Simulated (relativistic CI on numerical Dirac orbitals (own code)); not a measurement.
## Fe4+ (3d4) in a crystal field

Calculated by Dirac-Coulomb-Breit CI, orbitals from a KLI potential per configuration, QED by a radiative potential, valence Slater integrals scaled by 0.65, one configuration in a parametric crystal field (own radial code).

Field parameters in Wybourne normalisation: D3d B²₀ = −7Dσ, B⁴₀ = −14Dq − 21Dτ, B⁴₃ = −14√(10/7) Dq; D4h B²₀ = −7Ds, B⁴₀ = 21(Dq − Dt), B⁴₄ = 21√(5/14) Dq. The field is a parameter set, without covalency.

S and J are read from ⟨S²⟩ = S(S + 1) and ⟨J²⟩ = J(J + 1) of each level; they are not fictitious spins.

D4h, 10Dq = 8100, Ds = 1630, Dt = 260 cm⁻¹, the lowest 16 levels:

```tsv
E (cm⁻¹)	Degeneracy	Irrep	S	J
0.0	1	A1	2.00	2.84
0.4	1	A2	2.00	2.85
35.5	2	E	2.00	2.94
47.3	1	B1	2.00	2.97
7765	1	A1	2.00	2.64
7785	2	E	2.00	2.70
7841	1	B2	2.00	2.88
7844	1	B1	2.00	2.90
8125	1	B2	2.00	2.92
8131	2	E	2.00	2.96
8150	1	A2	2.00	3.10
8153	1	A1	2.00	3.12
11508	2	E	2.00	2.50
11623	1	A2	2.00	2.76
11658	1	A1	2.00	3.09
11763	2	E	2.00	3.23
```

D3d, 10Dq = 8850, Dσ = 70, Dτ = 500 cm⁻¹, the lowest 10 levels:

```csv
E (cm⁻¹),Degeneracy,Irrep,S,J
0.0,2,E,1.99,2.76
4.0,1,A1,1.99,2.79
67.6,1,A2,2.00,2.86
91.3,2,E,2.00,2.92
134,2,E,2.00,3.01
174,1,A1,2.00,3.10
176,1,A2,2.00,3.11
6812,1,A1,1.01,4.12
6885,2,E,1.01,4.11
9643,1,A1,1.99,2.27
```

D4h, 10Dq = 18900, Ds = -440, Dt = 410 cm⁻¹, the lowest 10 levels:

```
E (cm⁻¹)  Degeneracy  Irrep     S     J
     0.0           1     A1  1.98  2.95
    15.4           1     A2  1.99  2.94
    59.5           2      E  1.99  2.97
    79.9           1     B1  2.00  2.97
     204           1     A1  1.94  3.02
     243           2      E  1.95  3.02
     371           1     B2  2.00  2.98
     374           1     B1  2.00  2.98
    2365           2      E  1.08  4.07
    2368           1     A1  1.11  4.05
```

The free-ion ground term has S = 2. Every field shown keeps that spin.

Levels of this model without a field, named by their leading LS term (the scale mimics covalency, so terms lie below those of the real free ion): ⁵D0 0, ⁵D1 142, ⁵D2 411, ⁵D3 784, ⁵D4 1239, ³H4 17497, ³H5 17775, ³H6 18049 cm⁻¹.
